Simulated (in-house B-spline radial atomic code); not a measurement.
Results of a calculation; reference values are marked as such.
Ghost states of the separable form: Sn

Sn, [Kr] 4d10 5s2 5p2, non-relativistic PBE, spherical and spin-unpolarised, from a B-spline radial code for spherical atoms (atomic units; all potentials screened as in the neutral atom).

Troullier-Martins channels: 5s (ε = -0.3605, r_c = 1.789 bohr), 5p (ε = -0.1385, r_c = 2.185 bohr), 4d (ε = -1.0024, r_c = 0.727 bohr). In the Kleinman-Bylander form one channel serves as the local potential, and each other channel l becomes |δV u><u δV|/<u|δV|u>, with δV = V_l − V_local and u the pseudo-orbital. Its strength is E_KB = <u|δV²|u>/<u|δV|u>. By the analysis of Gonze, Stumpf and Scheffler a spurious state lies below the reference level ε if E_KB > 0 and ε is above the second level of the local potential alone, or if E_KB < 0 and ε is above its first. The table's levels are those of angular momentum l in a sphere of 9 bohr, whose wall can lift a shallow ε a little above its free-atom value.

| local | channel | <u δV u> | <u δV² u> | ε | first local level | second local level |
| --- | --- | --- | --- | --- | --- | --- |
| p | s | -0.029967 | 0.069723 | -0.3605 | -0.3432 | 0.0401 |
| p | d | -6.1539 | 76.109 | -1.0024 | 0.0655 | 0.2839 |
| s | p | 0.01768 | 0.029068 | -0.1375 | -0.1603 | 0.1141 |
| s | d | -6.6498 | 83.479 | -1.0024 | 0.0606 | 0.2723 |
| d | p | 0.16842 | 0.65526 | -0.1375 | -11.2864 | -1.8750 |
| d | s | 0.45163 | 3.9716 | -0.3605 | -33.2842 | -4.9494 |

**Question.** Apply the rule to each row.

**Answer.** Local p, channel s: E_KB = -2.33, so ε = -0.3605 is set against -0.3432: no ghost. Local p, channel d: E_KB = -12.4, so ε = -1.0024 is set against 0.0655: no ghost. Local s, channel p: E_KB = +1.64, so ε = -0.1375 is set against 0.1141: no ghost. Local s, channel d: E_KB = -12.6, so ε = -1.0024 is set against 0.0606: no ghost. Local d, channel p: E_KB = +3.89, so ε = -0.1375 is set against -1.8750: a ghost. Local d, channel s: E_KB = +8.79, so ε = -0.3605 is set against -4.9494: a ghost.

Diagonalising the separable Hamiltonian gives:

```json
{"local": "p", "channel": "s", "three lowest levels": "-0.3605, 0.0399, 0.3455", "all-electron, two lowest valence levels": "-0.3605, 0.0429"}
{"local": "p", "channel": "d", "three lowest levels": "-1.0025, 0.0836, 0.3330", "all-electron, two lowest valence levels": "-1.0024, 0.0787"}
{"local": "s", "channel": "p", "three lowest levels": "-0.1375, 0.1234, 0.4784", "all-electron, two lowest valence levels": "-0.1375, 0.1236"}
{"local": "s", "channel": "d", "three lowest levels": "-1.0025, 0.0819, 0.3271", "all-electron, two lowest valence levels": "-1.0024, 0.0787"}
{"local": "d", "channel": "p", "three lowest levels": "-10.2490, -0.1375, 0.1228", "all-electron, two lowest valence levels": "-0.1375, 0.1236"}
{"local": "d", "channel": "s", "three lowest levels": "-29.6536, -0.8631, -0.3605", "all-electron, two lowest valence levels": "-0.3605, 0.0429"}
```

**Question.** Which choices of local channel are safe?

**Answer.** Free of ghosts: s, p. With d local the p channel has a ghost 10.11 hartree below ε, since the local potential binds more than one state below ε, and a repulsive term of rank one raises each level at most to the next, so it clears only one of them. With d local the s channel has two ghosts, the lowest 29.29 hartree below ε, since the local potential binds more than one state below ε, and a repulsive term of rank one raises each level at most to the next, so it clears only one of them. Among the safe choices the second level, which tests transfer, is off by at most 3.2 millihartree (s local), 4.9 millihartree (p local).
